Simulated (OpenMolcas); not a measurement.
# Ionisation energies of barium

```yaml
Program: OpenMolcas 26.06
Basis: ANO-RCC-VQZP [9s8p5d3f2g]
Scalar_Hamiltonian: DKH2, point nucleus
Spin-orbit_coupling: state interaction with AMFI integrals over the reference wave functions, term energies averaged over their components
```

Active shells in each charge state: the valence s, p, d shells, with orbitals averaged over the low states. Where CASPT2's correlated closed shells are named, they are those of the first ion.

A. CASSCF
B. SS-CASPT2, IPEA 0.25 Eh, imaginary shift 0.1 Eh (closed shells correlated: 5s 5p)
C. MS-CASPT2, IPEA 0.25 Eh, imaginary shift 0.1 Eh (closed shells correlated: 5s 5p)
D. MS-CASPT2, IPEA 0.25 Eh, imaginary shift 0.1 Eh (closed shells correlated: 4d 5s 5p)
E. SS-CASPT2, IPEA 0.25 Eh, imaginary shift 0.1 Eh (closed shells correlated: none)
F. MS-CASPT2, IPEA 0.25 Eh, imaginary shift 0.1 Eh (closed shells correlated: none)

Energies in eV between the lowest computed levels, named as in B; reference values from the NIST Atomic Spectra Database with their kind.

```csv
From,To,A,B,C,D,E,F,Spin-orbit share in B,Reference
Ba 6s² ¹S₀,Ba+ 6s ²S_1/2,4.883,5.058,5.058,5.068,4.929,4.929,+0.000,5.212 (measured)
Ba+ 6s ²S_1/2,Ba2+ 5p⁶ ¹S₀,9.317,9.887,9.887,9.914,9.317,9.317,+0.000,10.004 (measured)
```

Error against the reference values, in %:

```csv
From,Reference,A,B,C,D,E,F
Ba,measured,-6.3,-3.0,-3.0,-2.8,-5.4,-5.4
Ba+,measured,-6.9,-1.2,-1.2,-0.9,-6.9,-6.9
```

Mean absolute error over the 2 measured values: A 0.51 eV, B 0.14 eV, C 0.14 eV, D 0.12 eV, E 0.48 eV, F 0.48 eV.

The lowest level within the active space need not be the ion's true ground level.
